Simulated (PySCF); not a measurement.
The dipole of `CCC[CH2][GeH3]` (n-butylgermane) from its density and from atomic charges.

Coordinates (PBE0-D3(BJ)/def2-SVP, Å) and charges (e) from the PBE0/pcSseg-1 density (PySCF):

```csv
atom,x,y,z,Mulliken,IAO,Hirshfeld,ESP-fitted
C1,-2.418,-0.273,0.681,-0.2723,-0.4068,-0.1135,-0.4673
C2,-0.932,-0.539,0.505,-0.2937,-0.2402,-0.0649,+0.2309
C3,-0.293,0.318,-0.581,-0.2293,-0.2387,-0.0673,-0.0131
C4,1.188,0.035,-0.821,-0.4768,-0.4892,-0.1429,-0.2799
Ge5,2.363,0.388,0.714,+0.1881,+0.4512,+0.2948,+0.2494
H6,-2.606,0.779,0.951,+0.1108,+0.1330,+0.0379,+0.1062
H7,-2.853,-0.902,1.472,+0.1187,+0.1390,+0.0406,+0.1115
H8,-2.974,-0.477,-0.249,+0.1103,+0.1324,+0.0374,+0.1096
H9,-0.413,-0.368,1.465,+0.1359,+0.1240,+0.0316,-0.0093
H10,-0.769,-1.605,0.267,+0.1168,+0.1252,+0.0345,-0.0176
H11,-0.430,1.384,-0.324,+0.1207,+0.1240,+0.0323,+0.0278
H12,-0.848,0.166,-1.524,+0.1196,+0.1282,+0.0346,+0.0112
H13,1.564,0.652,-1.652,+0.1461,+0.1451,+0.0375,+0.0940
H14,1.338,-1.016,-1.123,+0.1412,+0.1393,+0.0349,+0.0828
H15,3.832,0.430,0.249,-0.0094,-0.0851,-0.0757,-0.0745
H16,2.001,1.751,1.342,-0.0149,-0.0912,-0.0762,-0.0740
H17,2.236,-0.697,1.802,-0.0119,-0.0901,-0.0756,-0.0877
```

Q: Form Σ q r in debye for every column and set it beside the full dipole.

A: The full density gives (-0.59, -0.19, -0.56) D, 0.84 D in size; dipole vectors point from the negative to the positive end.

```json
{"scheme": "Mulliken", "μx": "-0.25", "μy": "0.11", "μz": "0.69", "size (D)": "0.74", "share of the full size (%)": "88", "angle to the full dipole (°)": "115"}
{"scheme": "IAO", "μx": "0.09", "μy": "0.02", "μz": "0.19", "size (D)": "0.21", "share of the full size (%)": "25", "angle to the full dipole (°)": "158"}
{"scheme": "Hirshfeld", "μx": "-0.16", "μy": "-0.06", "μz": "-0.11", "size (D)": "0.20", "share of the full size (%)": "24", "angle to the full dipole (°)": "9"}
{"scheme": "ESP-fitted", "μx": "-0.58", "μy": "-0.17", "μz": "-0.56", "size (D)": "0.83", "share of the full size (%)": "99", "angle to the full dipole (°)": "1"}
```

Q: Which set comes closest?

A: Length of the difference vector: ESP-fitted 0.02 D, Hirshfeld 0.64 D, IAO 1.04 D, Mulliken 1.33 D. Closest: ESP-fitted. ESP charges are fitted to the potential around the molecule, whose slowest-falling term is the dipole's. 

Q: What is left for the Hirshfeld atoms' own dipoles?

A: The shares of the density sum to the whole, so what Σ q r misses lies in dipoles about the nuclei. The atomic dipoles sum to (-0.59, -0.19, -0.56) − (-0.16, -0.06, -0.11) = (-0.43, -0.13, -0.45) D, 0.64 D in size.

Q: With the origin at the mean of the coordinates, (-0.001, 0.001, 0.187) Å, which are the largest single terms, by size, of the ESP-fitted dipole along the direction of the full one?

A: C1 -3.23, Ge5 -2.53, H8 +1.32, H17 +1.06, H15 +1.02 D; all 17 atoms together +0.83 D. The single terms depend on the origin, their sum doesn't.

Q: Give the size of the full dipole in other units.

A: 0.84 D = 0.330 au = 0.175 e·Å = 2.80 × 10⁻³⁰ C·m.

Geometry: PBE0-D3(BJ)/def2-SVP, one conformer, isolated molecule. The calculation is non-relativistic, for germanium too.

The values belong to the conformer `[CH3:1][CH2:2][CH2:3][CH2:4][GeH3:5]`: C1–C2–C3–C4 -178°, C2–C3–C4–Ge5 -63°.
